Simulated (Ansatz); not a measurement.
Computed with Ansatz on PBE0-D4/def2-TZVP structures; ΔE is electronic, products minus reactants. CCSD(T)/CBS adds triple-zeta CCSD(T) − MP2 to the extrapolated MP2 energy (def2 sets, frozen cores). DFT in def2-TZVPP. B3LYP here is the variant with VWN-RPA as its local correlation; programs differ in this. One conformer a species, not always the lowest.

Consider the cleavage of the Si–Si bond: `CO[SiH2][SiH2]Cl` + `S[SiH](Cl)Cl` → `Cl[SiH2]S[SiH](Cl)Cl` + `CO[SiH3]`.

CCSD(T)/CBS gives -17.2 kcal/mol.

(1) Another level gave -16.2 kcal/mol. Which?
A. MP2/def2-TZVPP
B. SCS-MP2/def2-TZVPP
C. B3LYP/def2-TZVPP
D. r2SCAN/def2-TZVPP

Largest T1 diagnostic among the species: 0.011.

Results:

(1) D. r2SCAN -16.2, B3LYP -14.3, MP2/def2-TZVPP -19.5, SCS-MP2/def2-TZVPP -18.4 kcal/mol.

The D4 term adds −2.7 kcal/mol with B3LYP and −1.5 kcal/mol with PBE0; it sums over pairs of atoms, weighted by their polarisabilities, and B3LYP, whose exchange is more repulsive, gets the larger term. From PBE to PBE0 (25 % exact exchange), in def2-TZVPP and without D4, ΔE moves by −0.9 kcal/mol.
